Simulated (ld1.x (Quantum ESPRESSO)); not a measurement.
## How hard is this indium TM potential?

ld1.x (Quantum ESPRESSO) 7.5 input, shortened:

```
&input
   title='In', zed=49., rel=1, dft='PBE', iswitch=3,
   config='[Kr] 4d10 5s2 5p0'
 /
 &inputp
   pseudotype=2, tm=.true., lloc=0,
   nlcc=.false.
 /
3
5P  2  1   0.00   0.00  2.60  2.60  0.0
4D  3  2  10.00   0.00  1.70  1.70  0.0
5S  1  0   2.00   0.00  1.80  1.80  0.0
 &test
   configts(1)='4d10 5s2 5p0'
 /
```

The pseudo-atom Hamiltonian at the reference potential is diagonalised in spherical Bessel functions j_l(qr) that vanish at 20 bohr, with q² up to the cutoff. All-electron valence levels (Ry): 5p -0.6197, 4d -1.9163, 5s -1.0969.

How do the lowest levels (Ry) of each channel move with the cutoff, and are there ghosts?

| cutoff (Ry) | p #1 | p #2 | d #1 | d #2 | s #1 | f #1 | Σ f·Δε (mRy) |
| --- | --- | --- | --- | --- | --- | --- | --- |
| 8 | -0.6156 | -0.1669 | -0.2840 | -0.0900 | -1.0797 | -0.0526 | 16357.2 |
| 18 | -0.6194 | -0.1678 | -0.4721 | -0.1264 | -1.0902 | -0.0526 | 14455.9 |
| 35 | -0.6197 | -0.1679 | -1.5739 | -0.1804 | -1.0953 | -0.0526 | 3426.9 |
| 60 | -0.6197 | -0.1679 | -1.9104 | -0.1856 | -1.0967 | -0.0526 | 59.1 |
| 100 | -0.6197 | -0.1679 | -1.9162 | -0.1857 | -1.0969 | -0.0526 | 1.8 |
| 160 | -0.6197 | -0.1679 | -1.9163 | -0.1857 | -1.0969 | -0.0526 | 0.0 |
| 400 | -0.6197 | -0.1679 | -1.9163 | -0.1857 | -1.0970 | -0.0526 | 0.0 |

Result: no extra level below or beside the all-electron valence levels (p, d, s, f tested); 10 mRy is reached at 70 Ry and 1 mRy at 120 Ry.
